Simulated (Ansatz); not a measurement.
`C[O][InH][Br]` + H₂O → `[OH][InH][Br]` + CH₃OH  (formal hydrolysis of the In–O bond)

Calculated with Ansatz (gas phase, PBE0-D4/def2-TZVP geometries, no zero-point term in ΔE). CCSD(T)/CBS is the MP2 limit (def2-TZVPP, def2-QZVPP) plus CCSD(T) − MP2 in def2-TZVPP, frozen cores. This one scheme is used for every species. Functionals use def2-TZVPP. HSE06 is defined as in plane-wave codes. Elements past krypton have def2 core potentials. For Br, In outer-core shells are correlated without core-valence functions, which leaves a few kJ/mol of doubt a bond. Scalar relativity is left out up to krypton. One conformer a species, not always the lowest.

```tsv
level	ΔE (kcal/mol)
r2SCAN-D4	0.8
HSE06-D4	0.7
PBE-QIDH	0.6
BLYP	-0.4
r2SCAN	0.6
r2SCANh	0.5
BHLYP	-0.4
RPA@PBE/def2-TZVPP	0.8
```

What does CCSD(T)/CBS give? (Best estimate.)

The calculation gave: +1.5 kcal/mol. The listed levels differ from it by -0.7, -0.8, -0.9, -1.9, -0.9, -1.0, -1.9, -0.7 kcal/mol.

Largest T1 diagnostic among the species: 0.014.

Leaving LDA and LC-ωPBE aside and taking each functional with its dispersion term where it has one, the values, not all of them listed here, spread over 0.9 kcal/mol, from B2PLYP to BLYP-D4. LDA lies +1.4 kcal/mol from PBE without D4. The D4 term adds +1.4 kcal/mol with B3LYP and +0.8 kcal/mol with PBE0; it sums over pairs of atoms, weighted by their polarisabilities, and B3LYP, whose exchange is more repulsive, gets the larger term.

B3LYP here is the variant with VWN-RPA as its local correlation; programs differ in this.
